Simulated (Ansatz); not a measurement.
Problem. Name a neutral molecule of Cl, N, Si and H with LUMO energy (B3LYP/def2-TZVPP) between -1.10 and -0.80 eV and HOMO–LUMO gap (B3LYP/def2-TZVPP) between 6.10 and 6.40 eV (Ansatz, PBE0-D4/def2-TZVP geometry).

Solution. `[SiH3]N[SiH2][SiH2]Cl` (-0.91 eV, 6.39 eV); `Cl[SiH]1N[SiH2]1` (-0.94 eV, 6.15 eV); `N[SiH2][SiH2]Cl` (-0.88 eV, 6.36 eV). Other molecules can fit too; these were computed, each in one conformer that needn't be the lowest.

B3LYP here is the variant with VWN-RPA as its local correlation; programs differ in this.
